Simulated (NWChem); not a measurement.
System: SnCl2, singlet; SMILES [Sn]([Cl])[Cl]

Output (shortened):

```
             Northwest Computational Chemistry Package (NWChem) 7.3.0
             --------------------------------------------------------

 C2V symmetry detected

                             Geometry "geometry" -> ""
                             -------------------------

 Output coordinates in angstroms (scale by  1.889725989 to convert to a.u.)

  No.       Tag          Charge          X              Y              Z
 ---- ---------------- ---------- -------------- -------------- --------------
    1 Sn                  50.0000     0.00000000     0.00000000     0.62859038
    2 Cl                  17.0000    -1.84400900     0.00000000    -0.92439762
    3 Cl                  17.0000     1.84400900     0.00000000    -0.92439762

 Effective nuclear repulsion energy (a.u.)     414.6160935735

      Symmetry information
      --------------------

 Group name             C2v
 Group number             16
 Group order               4
 No. of unique centers     2

                                 NWChem DFT Module
                                 -----------------

 Summary of "ao basis" -> "ao basis" (spherical)
 ------------------------------------------------------------------------------
       Tag                 Description            Shells   Functions and Types
 ---------------- ------------------------------  ------  ---------------------
 Sn                         def2-svp                10       26   4s4p2d
 Cl                         def2-svp                 8       18   4s3p1d

      Symmetry analysis of basis
      --------------------------

        a1         25
        a2          7
        b1         19
        b2         11

            General Information
            -------------------
          SCF calculation type: DFT
          Wavefunction type:  closed shell.
          No. of atoms     :     3
          No. of electrons :    56
           Alpha electrons :    28
            Beta electrons :    28
          Charge           :     0
          Spin multiplicity:     1
          Use of symmetry is: on ; symmetry adaption is: on
          Maximum number of iterations: 150
          AO basis - number of functions:    62
                     number of shells:    26
          Convergence on energy requested:  1.00D-06
          Convergence on density requested:  1.00D-05
          Convergence on gradient requested:  5.00D-04

              XC Information
              --------------
                         B3LYP Method XC Potential
                     Hartree-Fock (Exact) Exchange  0.200
                        Slater Exchange Functional  0.800 local
                    Becke 1988 Exchange Functional  0.720 non-local
              Lee-Yang-Parr Correlation Functional  0.810
                  VWN I RPA Correlation Functional  0.190 local

             Grid Information
             ----------------
          Grid used for XC integration:  coarse
          Radial quadrature: Mura-Knowles
          Angular quadrature: Lebedev.
          Tag              B.-S. Rad. Rad. Pts. Rad. Cut. Ang. Pts.
          ---              ---------- --------- --------- ---------
          Sn                  1.45      104           7.0       302
          Cl                  1.00       70           9.0       302
          Grid pruning is: on
          Number of quadrature shells:   174
          Spatial weights used:  Erf1

      Superposition of Atomic Density Guess
      -------------------------------------

 Sum of atomic energies:       -1167.74278141

      Non-variational initial energy
      ------------------------------

 Total energy =   -1132.019440
 1-e energy   =   -2056.628854
 2-e energy   =     718.956634
 HOMO         =      -0.298973
 LUMO         =      -0.048468

      Symmetry analysis of molecular orbitals - initial
      -------------------------------------------------

  Numbering of irreducible representations:

     1 a1          2 a2          3 b1          4 b2

  Orbital symmetries:

     1 a1          2 b1          3 a1          4 b1          5 a1
     6 b1          7 b2          8 a1          9 b1         10 a2
    11 a1         12 b1         13 a1         14 b2         15 b1
    16 a1         17 a1         18 a2         19 b2         20 a1
    21 b1         22 a1         23 b1         24 a1         25 b2
    26 a2         27 b1         28 a1         29 b2         30 b1
    31 a1         32 a1         33 b1         34 a1         35 b2
    36 a1         37 a2         38 b2

     ---------------------------------------------
      Total Density - Mulliken Population Analysis
     ---------------------------------------------

    Atom       Charge   Shell Charges
 -----------   ------   -------------------------------------------------------
    1 Sn  22    20.74   1.60  0.43  1.23  0.66  3.28  2.71  0.46  0.29  9.77  0.31
    2 Cl  17    17.63   2.00  1.99  1.24  0.73  5.94  2.20  3.52  0.01
    3 Cl  17    17.63   2.00  1.99  1.24  0.73  5.94  2.20  3.52  0.01

   convergence    iter        energy       DeltaE   RMS-Dens  Diis-err
 ---------------- ----- ----------------- --------- --------- ---------
 d= 0,ls=0.0,diis     1  -1134.5440251685 -1.34D+03  2.99D-02  4.26D-01
 d= 0,ls=0.0,diis     2  -1134.4063949326  1.38D-01  1.74D-02  1.18D+00
 d= 0,ls=0.0,diis     3  -1134.6170418638 -2.11D-01  1.79D-03  1.33D-02
 d= 0,ls=0.0,diis     4  -1134.6188524920 -1.81D-03  4.66D-04  9.20D-04
 d= 0,ls=0.0,diis     5  -1134.6189793263 -1.27D-04  9.66D-05  2.70D-05
  Resetting Diis
 d= 0,ls=0.0,diis     6  -1134.6189829978 -3.67D-06  1.95D-05  1.33D-06
 d= 0,ls=0.0,diis     7  -1134.6189832549 -2.57D-07  4.78D-06  2.44D-08

         Total DFT energy =    -1134.618983254926
      One electron energy =    -2058.018758223060
           Coulomb energy =      792.457388596895
    Exchange-Corr. energy =      -74.710394363857
 Nuclear repulsion energy =      205.652780735096

 Numeric. integr. density =       56.000012069043

                  Occupations of the irreducible representations
                  ----------------------------------------------

                     irrep           alpha         beta
                     --------     --------     --------
                     a1               12.0         12.0
                     a2                3.0          3.0
                     b1                9.0          9.0
                     b2                4.0          4.0

                       DFT Final Molecular Orbital Analysis
                       ------------------------------------

 Vector   26  Occ=2.000000D+00  E=-3.058301D-01  Symmetry=a2
              MO Center= -2.2D-13,  2.0D-15, -8.9D-01, r^2= 4.5D+00
   Bfn.  Coefficient  Atom+Function         Bfn.  Coefficient  Atom+Function
  ----- ------------  ---------------      ----- ------------  ---------------
    38      0.465883  2 Cl py                56     -0.465883  3 Cl py
    35      0.333997  2 Cl py                53     -0.333997  3 Cl py
    32      0.195974  2 Cl py                50     -0.195974  3 Cl py
    17      0.058326  1 Sn d -2              22     -0.054716  1 Sn d -2

 Vector   27  Occ=2.000000D+00  E=-2.976176D-01  Symmetry=b1
              MO Center= -2.3D-14, -2.2D-15, -8.8D-01, r^2= 4.6D+00
   Bfn.  Coefficient  Atom+Function         Bfn.  Coefficient  Atom+Function
  ----- ------------  ---------------      ----- ------------  ---------------
    37      0.385555  2 Cl px                55      0.385555  3 Cl px
    34      0.282085  2 Cl px                52      0.282085  3 Cl px
    39     -0.259328  2 Cl pz                57      0.259328  3 Cl pz
    36     -0.193984  2 Cl pz                54      0.193984  3 Cl pz
    31      0.164259  2 Cl px                49      0.164259  3 Cl px

 Vector   28  Occ=2.000000D+00  E=-2.807071D-01  Symmetry=a1
              MO Center= -7.9D-15, -8.2D-16, -1.4D-01, r^2= 4.8D+00
   Bfn.  Coefficient  Atom+Function         Bfn.  Coefficient  Atom+Function
  ----- ------------  ---------------      ----- ------------  ---------------
     3      0.409934  1 Sn s                 39     -0.395066  2 Cl pz
    57     -0.395066  3 Cl pz                36     -0.277154  2 Cl pz
    54     -0.277154  3 Cl pz                 4      0.271223  1 Sn s
    13      0.260112  1 Sn pz                 2     -0.165616  1 Sn s
    33     -0.161987  2 Cl pz                51     -0.161987  3 Cl pz

 Vector   29  Occ=0.000000D+00  E=-1.201701D-01  Symmetry=b2
              MO Center=  1.2D-15, -3.4D-15,  5.0D-01, r^2= 3.7D+00
   Bfn.  Coefficient  Atom+Function         Bfn.  Coefficient  Atom+Function
  ----- ------------  ---------------      ----- ------------  ---------------
    12      0.584871  1 Sn py                15      0.535604  1 Sn py
    38     -0.242529  2 Cl py                56     -0.242529  3 Cl py
     9     -0.177494  1 Sn py                 6     -0.165471  1 Sn py
    35     -0.144082  2 Cl py                53     -0.144082  3 Cl py
    32     -0.083638  2 Cl py                50     -0.083638  3 Cl py

[...]

                         DFT ENERGY GRADIENTS

    atom               coordinates                        gradient
                 x          y          z           x          y          z
   1 Sn      0.000000   0.000000   1.187864    0.000000   0.000000   0.000913
   2 Cl     -3.484672   0.000000  -1.746858   -0.000277   0.000000  -0.000456
   3 Cl      3.484672   0.000000  -1.746858    0.000277   0.000000  -0.000456
```

Level: B3LYP/def2-SVP with def2 effective core potentials on Sn. Low-valent species are run as closed-shell singlets; no triplet was tried in these runs. All runs use the structure optimised with PBE-D3(BJ)/def2-SVP. B3LYP is NWChem's, with the RPA form of VWN correlation. def2 effective core potentials on Sn; no spin-orbit coupling.

Question: Which NWChem input produces such a log?

Answer: This is not unique; one that fits is the input that was run:
```
start job
memory heap 200 mb stack 900 mb global 1100 mb
geometry units angstroms noautoz
  Sn     0.000000     0.000000     0.633027
  Cl    -1.844009     0.000000    -0.919961
  Cl     1.844009     0.000000    -0.919961
end
basis spherical
  * library def2-svp
end
ecp
  Sn library def2-ecp
end
dft
  xc b3lyp
  grid coarse
  iterations 150
  mulliken
end
task dft gradient
```
